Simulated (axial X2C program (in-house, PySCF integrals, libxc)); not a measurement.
**Spin–orbit effects down a group: molecules with V (ions), PBE0**

Computed with an in-house relativistic program for diatomic molecules, spin-free (one-electron X2C) or two-component (2c: spin–orbit coupling with atomic mean-field Coulomb and Gaunt terms, which also bring small scalar terms), in Dyall basis sets with cores contracted in-house; open shells are unrestricted.

Basis sets: O dyall-av3z, S dyall-av3z, Se dyall-cv3z, V dyall-cv3z.

| molecule | spin-free state | Re (Å) | ωe (cm⁻¹) | De (eV) | 2c state | Re 2c (Å) | ωe 2c (cm⁻¹) | De 2c (eV) |
| --- | --- | --- | --- | --- | --- | --- | --- | --- |
| VO⁺ | M_S = 1, Λ = 0 | 1.525 | 1162.7 | 5.56 | Ω = 1 | 1.525 | 1162.6 | n/a |
| VS⁺ | M_S = 1, Λ = 0 | 2.012 | 531.7 | 3.35 | Ω = 1 | 2.012 | 531.4 | n/a |
| VSe⁺ | M_S = 1, Λ = 0 | 2.188 | 341.6 | 2.87 | Ω = 1 | 2.190 | 340.0 | n/a |

(1) Work out the shifts from the spin-free to the two-component result.

Fragments in 2c: V+ + O, V+ + S, Se + V+. Each entry is the lowest single determinant of a limited PBE0 search at one distance. De goes to single-determinant-based atoms at the same level (for ions the charge split of lowest energy) and is withheld (n/a) where an atom does not fit its ground term or J level. Main or longest-lived isotopes. One determinant is a doubtful description, or other states lie close, for VO⁺, VS⁺, VSe⁺; these need not be ground states, and all values refer to the states named. Some open-shell Ω = 0 determinants are out of reach, so the Ω given for VO⁺, VS⁺, VSe⁺ need not be the lowest component. With several unpaired electrons the Ω given is that of one determinant, not necessarily of the lowest component. The functionals have no current term, which raises determinants with orbital currents.

## Answers

(1) 

```tsv
molecule	2c state	ΔRe (Å)	Δωe (cm⁻¹)	ΔDe (eV)
VO⁺	Ω = 1	0.000	-0.1	n/a
VS⁺	Ω = 1	0.000	-0.3	n/a
VSe⁺	Ω = 1	0.002	-1.6	n/a
```

Shifts of one unit in the last digit are rounding.
